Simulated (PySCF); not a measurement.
**Checking a proposed structure**

A compound C6H3FO2 gives the data below (simulated from a calculation) and was assigned the structure `C#CC1=C(F)C(=O)OC1`.

$^{13}$C{$^{1}$H} NMR (computed): δ 173.6 (C), 171.9 (C), 93.5 (CH), 77.7 (C), 75.5 (C), 42.7 (CH2).

$^{1}$H NMR (400 MHz, computed): δ 3.49 (s, 2H), 2.90 (s, 1H).

[PySCF 2.14: GFN2-xTB structure; PBE0/pcSseg-1 with gauge-including orbitals; no solvent model; a single conformation; rapidly exchanging positions averaged; no relativistic terms]

Chemical shifts δ = σref − σ; TMS for $^{1}$H, $^{13}$C, all at this level.

Q: Compare with the shifts computed for the proposed structure, pairing carbons in order of shift.

A: Structure with atom numbers: `[CH:1]#[C:2][C:3]1=[C:4]([F:5])[C:6](=[O:7])[O:8][CH2:9]1`. Each H is labelled by its parent atom.

```
atom  computed for proposal  given list  difference
  C6                  168.3       173.6        -5.3
  C4                  166.5       171.9        -5.4
  C3                  125.2        93.5       +31.7
  C1                  107.8        77.7       +30.1
  C2                   75.2        75.5        -0.3
  C9                   69.9        42.7       +27.2
```

The rms difference is 21.2 ppm and the largest +31.7 ppm at C3 (β carbon of a C=C–C=O unit). The carbon types in order of shift don't match either: C, C, C, CH, C, CH2 for the proposal against C, C, CH, C, C, CH2 in the data. The proposal doesn't fit.

Q: Which isomer fits?

A: `C#CC1=C(F)OC(=O)C1`.

1. Carbon types of the structure: 4 × C, 1 × CH, 1 × CH2, which accounts for all hydrogens.
2. δC 173.6: alkene carbon bearing oxygen; an sp2 carbon further deshielded by the attached heteroatom.
3. δC 171.9: ester carbonyl carbon; it is a carbonyl in resonance with an O or N lone pair, the region of acids, esters and amides.
4. δC 77.7: β carbon of an enol-ether or enamine type C=C; the O or N lone pair pushes π density onto this β carbon and shields it.
5. δC 75.5: alkyne carbon; sp carbons lie upfield of alkene carbons because the cylindrical π system leaves one tensor component strongly shielded.

The shifts were computed for this structure.

Splittings by $^{19}$F in the carbon and heteronuclear signals aren't shown, as no couplings were computed. Shifts are as computed. Against solution values, carbons near 30 ppm lie about +3 ppm off and those near 130 ppm about +5 ppm. Of 1211 compounds with measured shifts, 218 miss one by over three times the rms of a fit or turn the order of signals round; such compounds aren't used in these exercises. No couplings were computed; multiplicities are counted from neighbouring protons, with m where these are inequivalent, close in shift, in a saturated or five-membered ring or joined by F or P, and br s for small geminal =CH2 splittings.
